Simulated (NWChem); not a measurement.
Everything below was run with NWChem. System: ISn, charge 1, spin multiplicity 1, at the geometry of a parent with another charge or spin, in a state set for the comparison that need not be this species' ground state. Level: PBE/x2c-SVPall-2c, spin-orbit ZORA.

Output (cleaned and shortened):

```
             Northwest Computational Chemistry Package (NWChem) 7.3.0
             --------------------------------------------------------

                                NWChem Input Module
                                -------------------

 Scaling coordinates for geometry "geometry" by  1.889725989
 (inverse scale =  0.529177249)

                             Geometry "geometry" -> ""
                             -------------------------

 Output coordinates in angstroms (scale by  1.889725989 to convert to a.u.)

  No.       Tag          Charge          X              Y              Z
 ---- ---------------- ---------- -------------- -------------- --------------
    1 Sn                  50.0000     0.00000000     0.00000000    -1.41860700
    2 I                   53.0000     0.00000000     0.00000000     1.33830800

 Effective nuclear repulsion energy (a.u.)     508.6554028141

            Nuclear Dipole moment (a.u.)
            ----------------------------
        X                 Y               Z
 ---------------- ---------------- ----------------
     0.0000000000     0.0000000000    -0.0000491329


 Summary of "ao basis" -> "" (spherical)
 ------------------------------------------------------------------------------
       Tag                 Description            Shells   Functions and Types
 ---------------- ------------------------------  ------  ---------------------
 *                       x2c-svpall-2c                on all atoms

  pbe96 is a nonlocal functional; adding pw91lda local functional.

                                 NWChem DFT Module
                                 -----------------

 Summary of "ao basis" -> "ao basis" (spherical)
 ------------------------------------------------------------------------------
       Tag                 Description            Shells   Functions and Types
 ---------------- ------------------------------  ------  ---------------------
 Sn                      x2c-svpall-2c              18       50   6s8p4d
 I                       x2c-svpall-2c              18       50   6s8p4d

 Summary of "ao basis" -> "ao basis" (spherical)
 ------------------------------------------------------------------------------
       Tag                 Description            Shells   Functions and Types
 ---------------- ------------------------------  ------  ---------------------
 Sn                      x2c-svpall-2c              18       50   6s8p4d
 I                       x2c-svpall-2c              18       50   6s8p4d
[...]
   173     0.000000  -0.187328  2 I  py               172    -0.187328   0.000000  2 I  px
   169    -0.152184  -0.000000  2 I  px               170    -0.000000  -0.152184  2 I  py

 Vector  105  Occ=0.000000D+00  E=-3.434711D-01
              MO Center= -2.5D-07, -7.0D-07, -5.1D-01, r^2= 2.2D+00
  Bfn.         Coefficient        Function           Bfn.         Coefficient        Function
  ----     -------------------  ------------         ----     -------------------  ------------
    22    -0.335571   0.225053  1 Sn px                23    -0.225053  -0.335571  1 Sn py
    19    -0.304794   0.204412  1 Sn px                20    -0.204412  -0.304793  1 Sn py
    13     0.227224  -0.152389  1 Sn px                14     0.152389   0.227224  1 Sn py
    72     0.179998  -0.120716  2 I  px                73     0.120716   0.179998  2 I  py
    69     0.124598  -0.083562  2 I  px                70     0.083563   0.124598  2 I  py

   alpha - beta orbital overlaps
   -----------------------------

   alpha      1      2      3      4      5      6      7      8      9     10
    beta      1      2      3      4      5      5      7      8      9     10
 overlap   1.166  1.509  1.775  1.840  1.126  0.148  1.256  1.256  1.257  1.667

   alpha     11     12     13     14     15     16     17     18     19     20
    beta     11     12     13     14     15      7      8      9     72     73
 overlap   1.667  1.664  1.230  1.230  1.265  0.008  0.008  0.008  0.097  0.097

   alpha     21     22     23     24     25     26     27     28     29     30
    beta     74     72     73     74      7      8      9      7      8      9
 overlap   0.142  0.090  0.090  0.084  0.019  0.019  0.019  0.071  0.071  0.070

   alpha     31     32     33     34     35     36     37     38     39     40
    beta     31     32     33     34     35     36     37     38     39     40
 overlap   1.126  1.127  1.127  1.127  1.126  1.091  1.092  1.095  1.092  1.091

   alpha     41     42     43     44     45     46     47     48     49     50
    beta     36     37     38     39     40     36     37     38     39     40
 overlap   0.036  0.035  0.031  0.035  0.036  0.022  0.022  0.022  0.022  0.022

   alpha     51     52     53     54     55     56     57     58     59     60
    beta     51     52     53     54     55     55     57     58     59     60
 overlap   1.171  1.530  1.849  2.055  1.023  0.247  1.286  1.286  1.285  1.644

   alpha     61     62     63     64     65     66     67     68     69     70
    beta     61     62     63     64     65     57     58     59     72     73
 overlap   1.644  1.639  1.413  1.413  1.384  0.014  0.014  0.014  0.276  0.276

   alpha     71     72     73     74     75     76     77     78     79     80
    beta     71     72     73     74     63     64     65     57     58     59
 overlap   0.214  0.314  0.314  0.222  0.028  0.028  0.027  0.059  0.059  0.059

   alpha     81     82     83     84     85     86     87     88     89     90
    beta     81     82     83     84     85     86     87     88     89     90
 overlap   1.155  1.155  1.155  1.155  1.155  1.132  1.132  1.133  1.132  1.132

   alpha     91     92     93     94     95     96     97     98     99    100
    beta     86     87     74     89     90     86     87     88     89     90
 overlap   0.022  0.022  0.020  0.022  0.022  0.017  0.017  0.017  0.017  0.017

     --------------------------
     Expectation value of S2:
     --------------------------
      <S2> =      0.0485 (Exact =     0.0000)

     Multipole analysis of the density
     ---------------------------------

     L   x y z        total         alpha         beta         nuclear
     -   - - -        -----         -----         ----         -------
     0   0 0 0      1.000000    -51.000000    -51.000000    103.000000

     1   1 0 0      0.000000      0.000000      0.000000      0.000000
     1   0 1 0     -0.000000     -0.000000     -0.000000      0.000000
     1   0 0 1     -1.722563     -0.861257     -0.861257     -0.000049

     2   2 0 0    -34.912850    -17.456425    -17.456425      0.000000
     2   1 1 0      0.000000      0.000000      0.000000      0.000000
     2   1 0 1      0.000001      0.000001      0.000001      0.000000
     2   0 2 0    -34.912850    -17.456425    -17.456425      0.000000
     2   0 1 1     -0.000001     -0.000001     -0.000001      0.000000
     2   0 0 2    -24.934535   -361.626136   -361.626136    698.317738

 Task  times  cpu:       25.3s     wall:       25.3s

 Total times  cpu:       25.4s     wall:       25.4s
```

Task: Write an NWChem input that would produce this output.

Result: Several could match; the one computed here: 
```
start mol
memory heap 200 mb stack 900 mb global 1100 mb
charge 1
geometry units angstroms nocenter noautoz noautosym
  Sn     0.000000     0.000000    -1.418607
  I      0.000000     0.000000     1.338308
end
basis spherical
  * library x2c-svpall-2c
end
relativistic
  zora on
end
dft
  xc xpbe96 cpbe96
  semidirect memsize 60000000 filesize 0
  iterations 100
  grid fine
end
task sodft energy
```
